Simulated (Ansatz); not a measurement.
`N#COBO` + `NCS` → `OBNCS` + `N#CO`  (ligand exchange at a B–O bond)

Program: Ansatz. Geometries: PBE0-D4/def2-TZVP. ΔE: electronic, gas phase. CCSD(T)/CBS is the MP2 limit (def2-TZVPP, def2-QZVPP) plus CCSD(T) − MP2 in def2-TZVPP, frozen cores. This one scheme is used for every species. Functionals use def2-TZVPP. B3LYP here is the variant with VWN-RPA as its local correlation; programs differ in this. Each species was taken in one conformer, which may not be the lowest.

`N#COBO`:

```xyz
7

N     1.530    2.344   -0.537
C     0.752    1.495   -0.597
O    -0.135    0.576   -0.712
B    -0.224   -0.474    0.205
O    -1.201   -1.347   -0.057
H     0.536   -0.529    1.122
H    -1.258   -2.066    0.575
```

`NCS`:

Z-matrix (Å, degrees):
```
C
S 1 1.811
N 1 1.444 2 112.7
H 1 1.097 2 107.3 3 -128.3
H 1 1.092 2 104.7 3 117.9
H 2 1.342 1 96.7 3 83.9
H 3 1.012 1 111.0 2 -65.0
H 3 1.014 1 110.4 2 175.5
```

`OBNCS`:

Z-matrix (Å, degrees):
```
C
S 1 1.829
N 1 1.432 2 115.5
H 1 1.089 2 108.6 3 123.9
H 1 1.096 2 102.6 3 -122.6
H 2 1.343 1 96.5 3 -52.8
B 3 1.417 1 127.8 2 -54.8
H 3 1.005 1 114.1 2 129.0
O 7 1.360 3 123.3 1 7.9
H 7 1.198 3 118.1 1 -172.2
H 9 0.967 7 112.6 3 11.8
```

`N#CO`:

```xyz
4

N    -0.155    0.020    1.609
C    -0.055   -0.126    0.470
O     0.050   -0.360   -0.795
H     0.160    0.466   -1.284
```

```json
{"level": "B3LYP-D4", "ΔE (kcal/mol)": "0.4"}
{"level": "r2SCAN", "ΔE (kcal/mol)": "0.7"}
```

**Question.** What does CCSD(T)/CBS give? (Best estimate.)

**Answer.** Computed: +1.2 kcal/mol. The listed levels differ from it by -0.8, -0.5 kcal/mol.

Largest T1 diagnostic among the species: 0.015.

The D4 term adds −1.6 kcal/mol with B3LYP and −0.9 kcal/mol with PBE0; it sums over pairs of atoms, weighted by their polarisabilities, and B3LYP, whose exchange is more repulsive, gets the larger term. In def2-TZVPP, CCSD(T) changes the Hartree–Fock value by −4.8 kcal/mol (the triples alone add −0.8 kcal/mol) and MP2 by −5.1 kcal/mol.
